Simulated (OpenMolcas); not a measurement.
# d8 ions of charge +2 down a group on the Y site of Cs2NaYCl6

```
Program             : OpenMolcas 26.06
Method              : CASSCF
Spin-orbit coupling : RASSI with atomic mean-field integrals over the reference wave functions
```

The d shell is active. Each dopant is a cluster with its nearest anions in model potentials and point charges, with no relaxation and no local charge compensation. Distances were set from a Shannon-type radius of the metal (high-spin where two are listed) plus a fixed donor radius (Cl 1.76 Å), in hosts weighted 0.65 to 0.35 with the host's distance in the model lattice. Ligand basis ANO-RCC-VDZP, DKH2 Hamiltonian. States (labels of O, the rotations of Oh). Energies in cm-1 above the lowest state or level, χT in cm3 K/mol; 10Dq and B are least-squares fits to the states below 45000 cm-1, weighted by degeneracy, with a free offset, and given where the rms deviation is under 5 % of |10Dq| (or 100 cm-1) and under 700 cm-1. Spin-only χT is S(S+1) / 2 for the spin of the ground state.

```json
{"Ion": "Ni2+", "Shell": "3d8", "R (Å)": "2.509", "Metal basis": "ANO-RCC-VTZP", "Ground state": "3A2", "First state of that spin": "3T2 3649", "10Dq": "3703", "B (rms of fit)": "1275 (45)", "First gap with spin-orbit (degeneracies)": "3372 (3, 2)", "χT at 300 K": "1.795", "First state of another spin": "1E 17707", "Spin-only χT": "1.000"}
{"Ion": "Pd2+", "Shell": "4d8", "R (Å)": "2.62", "Metal basis": "ANO-RCC-VTZP", "Ground state": "3A2", "First state of that spin": "3T2 7945", "10Dq": "", "B (rms of fit)": "", "First gap with spin-orbit (degeneracies)": "7110 (3, 2)", "χT at 300 K": "1.614", "First state of another spin": "1E 12437", "Spin-only χT": "1.000"}
{"Ion": "Pt2+", "Shell": "5d8", "R (Å)": "2.581", "Metal basis": "ANO-RCC-VTZP", "Ground state": "3A2", "First state of that spin": "3T2 11496", "10Dq": "", "B (rms of fit)": "", "First gap with spin-orbit (degeneracies)": "7710 (3, 2)", "χT at 300 K": "1.842", "First state of another spin": "1E 11019", "Spin-only χT": "1.000"}
```

Every ion keeps the highest spin of its shell. χT departs most from the spin-only value for Pt2+, by +0.842 cm3 K/mol.

Without dynamic correlation the repulsion within the d shell is too large (B by tens of per cent), so at a given field states of lower spin stand too high. Ligand-to-metal charge-transfer states are missing. With no ligand orbital active B as a rule stays too high, so bands that hang on it stand too high and its fall with covalency is understated. With metal d orbitals alone and no dynamic correlation the field as a rule comes out too small, by tens of per cent, by up to half for chloride and softer ligands, and the orbital part of g and χT, which goes as 1/10Dq, too large (holds for Ni2+). Real 4d8 and 5d8 ions are as a rule square planar and diamagnetic (holds for Pd2+; Pt2+). With metal d orbitals alone the field can be off either way by tens of per cent (holds for Pd2+; Pt2+). The least metal-like active orbital is 84 % on the metal (Löwdin) and no ligand orbital is active, so the numbers are rough (holds for Pt2+). No measured value stands beside these numbers; the geometry was set by hand and not optimised.
